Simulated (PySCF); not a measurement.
Ionisation energy of Xe³¹⁺ by level of theory

Xe³¹⁺ [Ar] 3d5 [3d3/2^4 3d5/2^1, M_J = 5/2] → Xe³²⁺ [Ar] 3d4 [3d3/2^4, M_J = 0], as a difference of total energies. Computed with PySCF 2.14 in an even-tempered Gaussian basis (16 s from 5.2 bohr⁻², ratio 2.8; 12 p from 6.8 bohr⁻², ratio 2.8; 8 d from 6.8 bohr⁻², ratio 2.8; 3 f from 24 bohr⁻², ratio 3), with the two-component X2C-1e Hamiltonian. Correlated levels: [Ne] frozen; the 74 highest virtual spinors dropped. "Screened" scales the spin-orbit matrix elements by Boettger's factors to mimic the two-electron term; Breit and QED terms are absent.

| method | ionisation energy (eV) |
| --- | --- |
| GHF (spin-free) | 1935.6 |
| GMP2 (spin-free) | 1935.7 |
| GHF (screened spin-orbit) | 1922.0 |
| GMP2 (screened spin-orbit) | 1920.9 |

Breit and QED terms and the two-electron picture change are absent.

The spin-free rows relax to the high-spin LS determinant and lack the spin-orbit shift.

The labels give the starting determinants; with spin-orbit coupling the two ends relaxed to ⟨J²⟩ = 8.76, ⟨L²⟩ = 1.16, ⟨S²⟩ = 6.69 and ⟨J²⟩ = 0.00, ⟨L²⟩ = 2.41, ⟨S²⟩ = 2.41.

For comparison: 1919 ± 4 eV (theoretical estimate listed by NIST; NIST Atomic Spectra Database, ionization energies).
